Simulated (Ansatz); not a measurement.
Species: FeH, charge 0, multiplicity 6. The spin state was set by rule; other spins were not relaxed. 
Structure (B3LYP-D3(BJ)/def2-TZVP (Ansatz, a program for electronic structure) minimum search):
```xyz
2

Fe     0.0000     0.0000    -0.0627
H      0.0000     0.0000     1.6303
```
Charge 0, spin multiplicity 6.

Quantity: atomisation energy (electronic, to ground-state atoms), in eV. Correlated levels leave the core frozen unless marked. Open shells are spin-unrestricted. Spin-orbit coupling is left out. The frozen core is the preceding noble-gas configuration, with the filled d and f shells of earlier blocks. Non-relativistic. The coupled-cluster limit lacks core correlation, which all-electron functionals hold. CBS(X,Y): correlation extrapolated as X^-3; Hartree-Fock from the larger set.

```csv
level,program,atomisation energy (eV)
B3LYP-D4/def2-TZVPD,Ansatz + dftd4,1.82
LC-wPBE-D3(BJ)/def2-TZVPD,Ansatz + dftd3,2.07
B2GP-PLYP-D4/def2-TZVPD,Ansatz + dftd4,[?]
RPA@PBE/def2-QZVPP,Ansatz,1.84
SCS-MP2/def2-SVPD,Ansatz,1.74
CCSD/def2-TZVPPD,Ansatz,1.82
"CCSD(T)/CBS(def2-TZVPPD,def2-QZVPPD)",Ansatz,[?]
```

Problem. Some entries are withheld; supply them.

Solution. 
- B2GP-PLYP-D4/def2-TZVPD, atomisation energy (eV): 1.71
- CCSD(T)/CBS(def2-TZVPPD,def2-QZVPPD), atomisation energy (eV): 1.78
